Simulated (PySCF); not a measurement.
Isomers of C5H12OSi, from PBE0-D3(BJ)/def2-SVP geometry optimisation, gas phase in PySCF. One conformer each, no zero-point energy, no frequencies.

Question: Which isomer lies lower at this level?
A. `[OH:1][SiH2:2][CH:3]1[CH2:4][CH2:5][CH2:6][CH2:7]1` with H–O1–Si2–C3 59°, O1–Si2–C3–C4 58°, Si2–C3–C4–C5 127°, C3–C4–C5–C6 22°, C4–C5–C6–C7 -39°, C5–C6–C7–C3 41°: A = 4758, B = 1240, C = 1074 MHz, dipole 1.95 D
B. `[CH3:1][O:2][C@H:3]1[CH2:4][CH2:5][CH2:6][SiH2:7]1` with C1–O2–C3–C4 70°, O2–C3–C4–C5 159°, C3–C4–C5–C6 -51°, C4–C5–C6–Si7 38°, C5–C6–Si7–C3 -14°: A = 3795, B = 1536, C = 1177 MHz, dipole 1.62 D

Answer: A. That is `O[SiH2]C1CCCC1`, 39.1 kcal/mol below the other.

```
            SMILES                                       mapped SMILES      E (Eh)  relative (kcal/mol)  relative (kJ/mol)  dipole (D)
    O[SiH2]C1CCCC1  [OH:1][SiH2:2][CH:3]1[CH2:4][CH2:5][CH2:6][CH2:7]1  -561.79762                  0.0                0.0        1.95
CO[C@H]1CCC[SiH2]1  [CH3:1][O:2][C@H:3]1[CH2:4][CH2:5][CH2:6][SiH2:7]1  -561.73534                 39.1              163.5        1.62
```

As drawn, the lower has an O–H bond and an Si–O bond, which the higher lacks.
